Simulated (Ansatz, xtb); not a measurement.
**Relative energy of two isomers of ClH7OSi3**

We compare I, `O[Si@@H]([SiH3])[SiH2]Cl`, a singlet, with II, `O[Si@@H](Cl)[SiH2][SiH3]`, a singlet. Both are isolated molecules in the gas phase, relaxed with B3LYP-D3(BJ)/def2-SVP; each stands in its lowest conformer found.

Question: Estimate which is lower in electronic energy at CCSD(T)/def2-SVP + ΔMP2/def2-TZVPP, and by roughly how much.

Answer: The CCSD(T)/def2-SVP + ΔMP2/def2-TZVPP calculation puts structure II lower, by 30.3 kJ/mol.

The same difference at several levels:

```
                             level               geometry  E(II) − E(I) (kJ/mol)  departure from the last row (kJ/mol)  job, with rough time for the two
             B3LYP-D3(BJ)/def2-SVP  B3LYP-D3(BJ)/def2-SVP                   −30.9                                  −0.6               optimisation, 5 min
                       HF/def2-SVP  B3LYP-D3(BJ)/def2-SVP                   −30.5                                  −0.2           part of the CCSD(T) run
                      MP2/def2-SVP  B3LYP-D3(BJ)/def2-SVP                   −36.4                                  −6.1           part of the CCSD(T) run
                  CCSD(T)/def2-SVP  B3LYP-D3(BJ)/def2-SVP                   −34.6                                  −4.3                      single point
CCSD(T)/def2-SVP + ΔMP2/def2-TZVPP  B3LYP-D3(BJ)/def2-SVP                   −30.3                                                      single point, 98 s
```

As drawn, both hold the same kinds of bond in the same numbers.

The levels shown agree on the order. The largest departure from CCSD(T)/def2-SVP + ΔMP2/def2-TZVPP is that of MP2/def2-SVP, 6.1 kJ/mol. Levels run at GFN2-xTB geometries aren't shown. The last row adds to CCSD(T) the change of the MP2 difference between the two basis sets, here +4.3 kJ/mol.

With thermal terms from frequencies at re-optimised GFN2-xTB minima (ideal gas, soft modes damped towards free rotors, one conformer each, 298.15 K, 1 atm): the zero-point term adds +0.1 kJ/mol; ΔH is −30.3 and ΔG −30.1 kJ/mol.

The correlated steps freeze 21 core orbitals. Codes used: Ansatz 0.2.0, xtb 6.7.1; the last row on 2 threads of AMD EPYC (Zen 3) on a shared host.
